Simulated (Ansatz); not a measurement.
Breaking the Cd1–H2 bond in CH4Cd (SMILES [CH3][CdH]) (multiplicity 1 held, fragments rigid). Energies count from the point at 1.682 Å.
Geometry at that point (charge 0, multiplicity 1):
```xyz
6

Cd    -0.2807    -0.1510    -0.0414
H     -1.7499    -0.9416    -0.2582
C      1.5814     0.8509     0.2333
H      2.0312     0.5593     1.1828
H      1.4329     1.9311     0.2353
H      2.2707     0.5954    -0.5719
```

R- and RO- levels are restricted; in cc, def2 and unpolarised 6-31G sets they are followed outwards from rest. U- levels take the lowest unrestricted solution at each point, which mixes spins at long bonds. Active spaces are followed from a long bond inwards. Curves can end on different states.

Cores are frozen in the correlated methods.

The values were computed with Ansatz (Gaussian basis) for Hartree–Fock, density functionals and correlated methods. Each number belongs to the level named beside it. In def2 rows elements past Kr take small-core potentials, without spin–orbit coupling.

Energies in kcal/mol.

```json
[
 {"R (Å)": "1.346", "R-CCSD/def2-SVP": "25.6", "U-CCSD/def2-SVP": "25.5", "FIC-MRCISD on CASSCF(2,2)/def2-SVP": "26.7", "FIC-MRCISD+Q on CASSCF(2,2)/def2-SVP": "25.8"},
 {"R (Å)": "1.514", "R-CCSD/def2-SVP": "4.9", "U-CCSD/def2-SVP": "4.9", "FIC-MRCISD on CASSCF(2,2)/def2-SVP": "5.4", "FIC-MRCISD+Q on CASSCF(2,2)/def2-SVP": "5.0"},
 {"R (Å)": "1.682", "R-CCSD/def2-SVP": "0.0", "U-CCSD/def2-SVP": "0.0", "FIC-MRCISD on CASSCF(2,2)/def2-SVP": "0.0", "FIC-MRCISD+Q on CASSCF(2,2)/def2-SVP": "0.0"},
 {"R (Å)": "1.851", "R-CCSD/def2-SVP": "3.0", "U-CCSD/def2-SVP": "3.0", "FIC-MRCISD on CASSCF(2,2)/def2-SVP": "2.6", "FIC-MRCISD+Q on CASSCF(2,2)/def2-SVP": "2.9"},
 {"R (Å)": "2.019", "R-CCSD/def2-SVP": "10.0", "U-CCSD/def2-SVP": "10.0", "FIC-MRCISD on CASSCF(2,2)/def2-SVP": "9.1", "FIC-MRCISD+Q on CASSCF(2,2)/def2-SVP": "9.7"},
 {"R (Å)": "2.271", "R-CCSD/def2-SVP": "23.1", "U-CCSD/def2-SVP": "23.1", "FIC-MRCISD on CASSCF(2,2)/def2-SVP": "21.6", "FIC-MRCISD+Q on CASSCF(2,2)/def2-SVP": "22.5"},
 {"R (Å)": "2.524", "R-CCSD/def2-SVP": "36.2", "U-CCSD/def2-SVP": "36.7", "FIC-MRCISD on CASSCF(2,2)/def2-SVP": "34.1", "FIC-MRCISD+Q on CASSCF(2,2)/def2-SVP": "35.1"},
 {"R (Å)": "2.944", "R-CCSD/def2-SVP": "54.2", "U-CCSD/def2-SVP": "55.2", "FIC-MRCISD on CASSCF(2,2)/def2-SVP": "50.8", "FIC-MRCISD+Q on CASSCF(2,2)/def2-SVP": "52.0"},
 {"R (Å)": "3.365", "R-CCSD/def2-SVP": "66.2", "U-CCSD/def2-SVP": "65.0", "FIC-MRCISD on CASSCF(2,2)/def2-SVP": "61.2", "FIC-MRCISD+Q on CASSCF(2,2)/def2-SVP": "62.3"},
 {"R (Å)": "3.870", "R-CCSD/def2-SVP": "74.3", "U-CCSD/def2-SVP": "68.6", "FIC-MRCISD on CASSCF(2,2)/def2-SVP": "67.3", "FIC-MRCISD+Q on CASSCF(2,2)/def2-SVP": "68.2"},
 {"R (Å)": "4.543", "R-CCSD/def2-SVP": "78.9", "U-CCSD/def2-SVP": "69.5", "FIC-MRCISD on CASSCF(2,2)/def2-SVP": "69.8", "FIC-MRCISD+Q on CASSCF(2,2)/def2-SVP": "70.6"},
 {"R (Å)": "5.384", "R-CCSD/def2-SVP": "80.7", "U-CCSD/def2-SVP": "69.7", "FIC-MRCISD on CASSCF(2,2)/def2-SVP": "70.4", "FIC-MRCISD+Q on CASSCF(2,2)/def2-SVP": "71.2"}
]
```

Doubts at one or more of the structures used: a restricted determinant that unrestricted orbitals would lower (R-CCSD/def2-SVP); other coupled-cluster roots lie near (R-CCSD/def2-SVP); T1 above 0.05 (R-CCSD/def2-SVP); a spin-contaminated determinant (U-CCSD/def2-SVP).

Ansatz is a first-principles code.
